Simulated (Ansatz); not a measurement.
## Ansatz (development build ahead of 0.2.0) run

```yaml
crystal:
  periodic: [false, false, false]
  atoms:
    - { symbol: Cu, position_ang: [0.0, 0.0, 0.0] }
    - { symbol: "N", position_ang: [0.0, 0.0, 1.8] }
basis:
  gaussian: { orbitals: pcseg-2 }
magnetization:
  spin_polarized: true
  initial_magnetization: 2
hamiltonian:
  xc: pbe
```

The input is written out in the form of the current development build from the run's settings.

Output:

```yaml
Converged: yes
Total_energy: -1694.91069 hartree
Spin_squared_of_the_determinant: 2.032
Stability_test: minimum
```
